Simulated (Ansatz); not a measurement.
A nudged elastic band was laid between two geometries of ClFGeH2 + H2O (8 atoms, charge 0, multiplicity 1).

Computed with Ansatz, RKS BHLYP-D4/def2-SVP.

```
movable images  : 5
climbing image  : yes
spring          : 5.0 eV/Å²
optimiser       : quadratic models (default)
start path      : through a guess of the saddle point
force threshold : 0.05 eV/Å
iteration limit : 60
end points      : relaxed
```

First end point:

```xyz
8
Properties=species:S:1:pos:R:3
Ge -0.116 0.237 -0.151
F -0.250 0.133 1.577
H 1.329 0.093 -0.569
H -0.799 1.551 -0.506
Cl -1.341 -1.338 -0.954
O 1.101 -2.181 1.065
H 0.406 -2.773 0.781
H 0.728 -1.724 1.819
```

Last end point:

```xyz
8
Properties=species:S:1:pos:R:3
Ge -0.069 -0.399 -0.312
F 0.989 0.125 2.314
H 1.275 0.177 -0.712
H -1.113 0.569 0.210
Cl -0.903 -1.413 -2.032
O 0.176 -1.709 0.875
H -0.080 -2.587 0.596
H 0.783 -0.764 2.124
```

**Question.** What changes between the two ends?

**Answer.** Bonds broken: Ge1–F2, O6–H8. Bonds formed: Ge1–O6, F2–H8. ClFGeH2 + H2O becomes ClGeH3O + FH.

**Question.** Give the energies along the band, and the barrier.

**Answer.** The run converged. The highest image is number 3 of 0 to 6, 20.1 kcal/mol above the first end and 15.7 kcal/mol above the last; the last end lies 4.4 kcal/mol above the first. A vibrational analysis at the climbing image gives one clearly imaginary mode, 666i cm⁻¹: a first-order saddle point. The orbitals stay closed-shell, which can raise the energy where a bond breaks towards radicals; this wasn't checked here.

| image | path coordinate (Å) | energy (kcal/mol) | Ge1–F2 (Å) | O6–H8 (Å) | Ge1–O6 (Å) |
| --- | --- | --- | --- | --- | --- |
| 0 | 0.00 | 0.0 | 1.74 | 0.96 | 2.97 |
| 1 | 0.89 | 5.6 | 1.75 | 0.96 | 2.65 |
| 2 | 1.78 | 12.5 | 1.80 | 0.96 | 2.14 |
| 3 | 2.66 | 20.1 | 2.05 | 1.10 | 1.92 |
| 4 | 3.06 | 10.9 | 2.32 | 1.40 | 1.83 |
| 5 | 3.46 | 4.9 | 2.68 | 1.61 | 1.79 |
| 6 | 3.86 | 4.4 | 2.88 | 1.68 | 1.78 |

**Question.** What is the geometry of the highest image?

**Answer.** 
```xyz
8
Properties=species:S:1:pos:R:3:forces:R:3
Ge 0.085 -0.241 -0.131 -0.01 0.04 0.00
F 0.744 0.192 1.757 -0.01 0.01 0.01
H 1.381 0.279 -0.704 0.00 -0.01 0.00
H -1.146 0.577 0.194 0.01 -0.01 0.00
Cl -0.714 -1.479 -1.783 0.00 -0.01 -0.01
O 0.388 -1.791 0.958 0.02 -0.02 -0.03
H -0.272 -2.482 1.025 -0.01 0.01 0.02
H 0.593 -1.056 1.745 -0.01 -0.01 0.00
```

**Question.** What are the harmonic wavenumbers there?

**Answer.** 666i, 121, 184, 375, 421, 477, 527, 609, 797, 810, 818, 858, 996, 1296, 2212, 2280, 2320, 3989 cm⁻¹.

The run took 5.4 min on 2 threads of Arm Neoverse N1, on a shared host, peak memory 0.24 GiB.
